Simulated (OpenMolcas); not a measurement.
## W: the spin-orbit constant, worked from levels

```yaml
Program: OpenMolcas
Basis: ANO-RCC-VQZP [9s8p6d4f3g2h]
Scalar_Hamiltonian: DKH2, point nucleus
Active_space: 6 electrons in 11 orbitals (5d 6s 6d)
State_averaging: 2S+1 = 5 even, 23 roots (14 in the spin-orbit step); 2S+1 = 7 even, 1 root kept (CI in the orbitals of an earlier block); 2S+1 = 3 even, 5 roots kept (CI in the orbitals of an earlier block); 2S+1 = 1 even, 1 root kept (CI in the orbitals of an earlier block, 0 in the spin-orbit step)
Spin-orbit_coupling: state interaction with AMFI integrals over the reference wave functions, term energies averaged over their components
```

Methods: CASSCF; SS-CASPT2, IPEA 0.25 Eh, imaginary shift 0.1 Eh (closed shells correlated: 5s 5p). Measured levels: NIST Handbook of Basic Atomic Spectroscopic Data.

**The spin-orbit constant.** For the Hund term ⁵D of d4, E(J) = (A/2) J(J+1) + constant and ζ = 2S·A = 4A. From J = 0 to J = 4 the energy changes by 10 A.

| Source | E(4) - E(0) | A | ζ |
| --- | --- | --- | --- |
| CASSCF | 5045.3 | 504.5 | 2018 |
| SS-CASPT2 | 5045.3 | 504.5 | 2018 |
| measured | 6219.3 | 621.9 | 2488 |

All in cm-1. SS-CASPT2 is off by -18.9 % and CASSCF by -18.9 %. Both methods take the spin-orbit matrix elements from the reference wave functions, so the second can move ζ only through the term energies and any multistate remixing. Second-order mixing with other terms is absorbed into this ζ.

Some high roots are left out of the spin-orbit mixing, which shifts the levels that they would mix with. The lowest computed level is not the ground level that NIST lists (5D0). Active for correlation alone: 6d; no level in the range computed is led by a configuration that fills it, so any true level of that kind is missing. Without dynamic correlation excited terms often stand tens of per cent too high (terms of higher spin than the ground term too low), and those without a measured partner can miss by more than the paired ones (holds for CASSCF). Measured partners are found by configuration, term and J. A level has none where our copy of the source lacks it or the pairing is in doubt (some pairs that miss far off the trend of their configuration count as doubtful), and it then counts in no deviation. Only configurations of the active space appear.
